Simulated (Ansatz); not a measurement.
Abridged output of a molecular run in Ansatz:

```
Functional definition: HF
1485 factors; integrals over basis functions are off by at most 1.0e-3 eV
mean field evaluation 1: about -52566.1645 eV, gradient 4.9e1 eV
mean field evaluation 2: about -52566.4444 eV, gradient 5.0e1 eV
mean field evaluation 4: about -52571.2626 eV, gradient 5.9e0 eV
mean field evaluation 8: about -52571.3382 eV, gradient 7.8e-1 eV
mean field -52571.33935598 eV, -1931.9610871985 hartree, gradient 2.8e-6 eV, S^2 0.000000; 0 other end points of the search recorded, 0 dependent functions left out
12 core orbitals not correlated: weight in the atoms' cores, before any rotation towards them, 1.000 or more for the frozen orbitals, at most 0.000 for the correlated occupied ones
reference -52571.33935598 eV, -1931.9610871985 hartree; 16, 16 occupied and 213, 213 virtual orbitals, 1485 factors
second order -30.47052799 eV of doubles, -0.00000000 eV of singles
cycle   1  -28.84168632 eV  change     1.6e0 eV  update   1.4e-1
cycle   2  -29.65016259 eV  change   -8.1e-1 eV  update   5.4e-2
cycle   3  -29.84533134 eV  change   -2.0e-1 eV  update   2.3e-2
cycle   4  -29.82073889 eV  change    2.5e-2 eV  update   7.7e-3
cycle   5  -29.81136532 eV  change    9.4e-3 eV  update   3.1e-3
cycle   6  -29.81363480 eV  change   -2.3e-3 eV  update   1.1e-3
cycle   7  -29.81327720 eV  change    3.6e-4 eV  update   3.8e-4
cycle   8  -29.81285246 eV  change    4.2e-4 eV  update   1.1e-4
cycle   9  -29.81289403 eV  change   -4.2e-5 eV  update   3.9e-5
cycle  10  -29.81293439 eV  change   -4.0e-5 eV  update   1.5e-5
cycle  11  -29.81289962 eV  change    3.5e-5 eV  update   7.1e-6
perturbative correction -1.04843725 eV, -0.0385293582 hartree
Total energy: -52602.20069284 eV, -1933.0952204098 hartree
```

Its atoms:

Cartesian coordinates in Å:
```
C -1.4632 -0.3118 -0.0558
C -0.3660 0.7012 0.2637
Zn 1.4438 0.0455 0.0809
O 3.1238 -0.5458 0.0376
H -1.4105 -1.1907 0.5914
H -2.4597 0.1235 0.0742
H -1.4025 -0.6697 -1.0868
H -0.4639 1.5825 -0.3782
H -0.4743 1.0670 1.2902
H 3.4723 -0.8016 -0.8172
```

(1) Which basis set was used?
A. def2-TZVPP
B. def2-SVP
C. def2-SVPD
D. cc-pV(Q+d)Z

(2) Write the keys of the input that set method, charge and spin (a neutral closed shell needs none for the last two).

Results:

(1) A. It gives 241 functions.

(2) 
```yaml
correlation: {method: ccsd_t, frozen_orbitals: {C: 1, H: 0, O: 1, Zn: 9}}
```
